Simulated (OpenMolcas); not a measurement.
Computed levels of 3d in ions with 19 electrons, in cm-1 above ²D_3/2.

* Program: OpenMolcas
* Method: XMS-CASPT2, IPEA 0.25 Eh, imaginary shift 0.1 Eh
* Basis: ANO-RCC-VTZP
* Scalar Hamiltonian: DKH2, point nucleus
* Spin-orbit coupling: state interaction with AMFI integrals over the reference wave functions, term energies averaged over their components

Active space for each ion: 1 electron in 5 orbitals (3d); closed shells correlated by CASPT2: 3s 3p.

```
 Level  Sc2+  Ti3+  V4+  Cr5+  Fe7+
²D_5/2   196   373  612   923  1808
```

Question: Estimate ²D_5/2 for Mn6+ from its neighbours Cr5+ and Fe7+.

Answer: ²D_5/2 is fine structure, which grows about as the fourth power of a screened charge, so the fourth roots are averaged: ((923^0.25 + 1808^0.25) / 2)^4 = 1310. The calculation gives 1329, so the estimate is off by -1.4 %; the measured value is 1350 (Corliss and Sugar, J. Phys. Chem. Ref. Data 6, 1253 (1977)).

CASPT2 does not keep the components of a term degenerate, so their means are used; among the terms shown or strongly mixed into the levels shown the widest spread is 87 cm-1 (3d ²D, Sc2+). With one active electron, CASPT2 adds the correlation within the correlated inactive shells and between them and that electron, and leaves the splitting within a term as the reference gives it. Computed and measured levels are paired by configuration, term and J; levels that our copy of the source lacks, or whose pairing is in doubt (as where it misses far off the trend of its configuration), stay unpaired and out of the deviations. Only configurations of the active space appear.
